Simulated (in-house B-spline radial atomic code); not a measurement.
Multiplet parameters of the 4d4 shell in Nb⁺ ([Kr] 4d4). Level of theory: non-relativistic Hartree-Fock, average of configuration, point nucleus; calculated with an all-electron radial atomic-structure program (B-spline basis).

Slater integrals: F^2 = 48969 cm⁻¹, F^4 = 31499 cm⁻¹. Central-field spin-orbit parameter ζ(4d) = 504 cm⁻¹ (bare central field on non-relativistic orbitals, without two-electron terms: too large for light atoms, too small for heavy ones).

(1) What are Racah's B and C?

(2) Where do the terms lie in LS coupling, without spin-orbit interaction?

(3) Is LS coupling a fair picture here?

Answers

(1) B = F^2/49 - 5F^4/441 = 642 cm⁻¹, C = 35F^4/441 = 2500 cm⁻¹, C/B = 3.89.

(2) In cm⁻¹ above the Hund's-rule term (some of the terms):
| term | expression | energy |
| --- | --- | --- |
| 5D | 0B + 0C | 0 |
| 3H | 4B + 4C | 12569 |
| 3G | 9B + 4C | 15780 |
| 3D | 16B + 4C | 20275 |
| 1I | 6B + 6C | 18853 |

(3) Unscaled Hartree-Fock integrals overestimate measured term splittings, because correlation screens the repulsion; fits to spectra scale them down, most for low charges. Here ζ is 0.78 times B, so the coupling is intermediate: spin-orbit interaction mixes the terms, and LS labels name only the largest part.
